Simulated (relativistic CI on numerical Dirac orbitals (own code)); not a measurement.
**Ni4+ in a cubic cluster: 2p photoemission with charge transfer**

Computed with a charge-transfer multiplet model of a cubic metal-ligand cluster with up to 3 ligand holes, Slater and spin-orbit integrals from Dirac-Coulomb-Breit ions, Slater integrals scaled by 0.7. The ground state mixes d6 with configurations of k ligand holes L, whose averages lie at kΔ + k(k − 1)U_dd/2; a core hole lowers each added d electron by U_cd. 300 K, Lorentzian 0.6 eV and Gaussian 0.8 eV FWHM.

Atomic integrals in eV (Slater integrals scaled, ζ unscaled), ground: F2dd 9.934, F4dd 6.234, zeta_d 0.099; with the core hole: F2dd 11.067, F4dd 6.975, zeta_d 0.136, zeta_core 11.396, F2cd 6.763, G1cd 5.299, G3cd 3.018.

Cluster parameters (eV): U_dd = 6.3, U_cd = 7, 10Dq = 2.1, 10Dq(ligand) = 0.1, V(eg) = 3.4, V(t2g) = -1.82, final-state hopping factor = 1.

| Case | n_d | d6 | d7L | d8L2 | d9L3 | S |
| --- | --- | --- | --- | --- | --- | --- |
| Δ = 2.2 eV | 6.69 | 0.42 | 0.47 | 0.10 | 0.01 | 0.02 |
| Δ = 3.2 eV | 6.61 | 0.48 | 0.44 | 0.08 | 0.00 | 0.02 |
| Δ = 5.2 eV | 6.47 | 0.58 | 0.37 | 0.05 | 0.00 | 0.03 |

Weights, n_d and S are thermal averages at 300 K. Binding energies count from the first peak over 30 % of the highest in each spectrum, which can be another peak from case to case. The parameters are a model scan and need not match a compound or its usual spin state. Peaks in eV (height, largest 100):
- Δ = 2.2 eV: 0.0 (100), 3.6 (6), 10.7 (17), 17.7 (47), 19.9 (7), 28.4 (9)
- Δ = 3.2 eV: 0.0 (100), 3.7 (7), 10.7 (17), 17.7 (47), 19.9 (7), 28.4 (9)
- Δ = 5.2 eV: 0.0 (100), 3.9 (7), 10.6 (16), 17.7 (46), 19.8 (7), 28.3 (8)

For the case Δ = 2.2 eV, Δ = 2.2 eV is smaller than U_dd = 6.3 eV, the charge-transfer side of the Zaanen-Sawatzky-Allen scheme. With the core hole the configuration with one ligand hole lies at Δ − U_cd = -4.8, -3.8, -1.8 eV from the one without, in the order of the table; where this is negative the screened configuration lies lower, though the effective hopping of about 6.2 eV (from the holes of the mixed ground state) mixes the two strongly wherever it is as large as the gap.
